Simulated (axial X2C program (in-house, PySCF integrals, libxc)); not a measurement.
# NaRh⁻: bond constants with and without spin–orbit coupling

All values were computed with an axial X2C code built on PySCF integrals. Spin-free means the one-electron spin-free X2C Hamiltonian; two-component (2c) means X2C with spin–orbit coupling and atomic mean-field two-electron Coulomb and Gaunt terms, so the difference of the two also holds small scalar two-electron terms. Basis: Rh dyall-acv3z [13s13p9d5f3g], Na dyall-av3z [10s9p5d2f] (cores contracted in-house); Gaussian nuclei, density fitting, unrestricted open shells. Masses: Rh 102.906 u, Na 22.990 u.

Input file and command:
```json
{"zs": [45, 11], "q": -1, "bas": ["dyall-acv3z", "dyall-av3z"], "levels": ["PBE0", "HF", "PBEsol"], "cc": true, "r0": 2.8, "thr": -1.0, "nmax": 90, "npts": 10, "nst": 2, "ntry": 6}
```
```bash
python so2c.py task.json out
```

Keys: zs atomic numbers; q charge; bas basis sets; levels methods; cc coupled cluster on or off; r0 starting distance in Å; thr threshold in hartree for freezing inner shells (an s shell follows its p shell); nmax most natural virtual spinors; npts points on the curve; nst determinants followed; ntry starts of the search. HF also brings MP2.

State, spin-free: M_S = 3/2, Λ = 2 (beyond evenly filled blocks: 2 × σα, δ+α, δ+β, δ-α); electrons by block: σα: 14, σβ: 12, π+α: 6, π+β: 6, π-α: 6, π-β: 6, δ+α: 2, δ+β: 2, δ-α: 2, δ-β: 1. Fragments: Rh- + Na.

State, 2c: Ω = 7/2 (⟨Sz⟩ = 1.49, ⟨Lz⟩ = 2.01 at PBE0); electrons by block: 1/2: 20, -1/2: 18, 3/2: 8, -3/2: 8, 5/2: 2, -5/2: 1. Fragments: Rh- + Na.

| Hamiltonian | level | Re (Å) | ωe (cm⁻¹) | ωexe (cm⁻¹) | De (eV) | D0 (eV) | μ (D) |
| --- | --- | --- | --- | --- | --- | --- | --- |
| spin-free | PBE0 | 2.961 | 136.9 | 0.775 | 0.984 | 0.975 | -8.78 |
| spin-free | CCSD | 2.997 | 136.8 | 0.746 | 0.908 | 0.900 | n/a |
| spin-free | CCSD(T) | 2.970 | 143.2 | 0.778 | 0.927 | 0.919 | n/a |
| spin-free | PBEsol | 2.826 | 158.8 | 0.909 | 1.18 | 1.17 | -11.55 |
| 2c | PBE0 | 2.961 | 136.9 | 0.773 | n/a | n/a | -8.78 |
| 2c | CCSD | 2.997 | 137.3 | 0.77 | n/a | n/a | n/a |
| 2c | CCSD(T) | 2.970 | 143.6 | 0.75 | n/a | n/a | n/a |
| 2c | PBEsol | 2.827 | 158.5 | 0.94 | n/a | n/a | -11.52 |

Correlated methods: 11 electrons correlated (number of frozen shells: Rh 4 s, 3 p, 1 d; Na 2 s, 1 p), 337 virtual spin orbitals or spinors in MP2, 90 natural virtuals in coupled cluster.

Dipoles are positive if Na is the positive end and refer to the centre of mass.

One determinant describes the state; a PBE0 search over occupations chose it and may have missed a lower one. De is counted from the lowest determinant-based energies of the atoms at the same level, without counterpoise correction. De is not given where an atomic determinant may have missed its ground term or J level, or where the truncated virtual space spoils (T). Density functionals use the spin component along the axis (collinear). CCSD and (T) use frozen natural virtuals with an MP2 correction for the truncation; (T) itself is uncorrected, so its De runs slightly low. PBE0 can misorder states that lie within some tenths of an eV, so this need not be the ground state of the molecule. The nearest other spin-free determinant of the search, M_S = 1/2, Λ = 0, lies 0.31 eV up at the distance of the search. Without a current term, density functionals place determinants with orbital angular momentum somewhat too high. The atomic limit has a lower orbital projection than the molecule and lies lower at mean-field level, so De may be about a tenth of an eV too small. With several unpaired electrons one determinant need not be a pure state. At some level and bond length an empty orbital lies below a filled one. The highest occupied level of some functionals is positive through self-interaction error; at Hartree–Fock it is bound. The determinant is spin-polarised beyond a pure state at some levels (its spin-free form has ⟨S²⟩ too high), which makes Re and μ there less reliable. The T1 diagnostic is large, a sign of multireference character. With the outer-core shells frozen, correlated bond lengths of heavy atoms tend to come out a few hundredths of an ångström too long.

No reliable constants came from HF (2c), HF (spin-free), MP2 (2c), MP2 (spin-free): no minimum in range, unconverged points, a curve that is not smooth, a change of character along it, or the two Hamiltonians disagreeing along it.

Rough cost a point (2c) on 1 thread(s) of a shared host, integrals apart: PBE0 0.8 s, CCSD(T) 5 s, PBEsol 0.4 s.

The whole task took 3.6 min on 1 thread of AMD EPYC 9R45 96-Core Processor (Zen 5) (shared host).
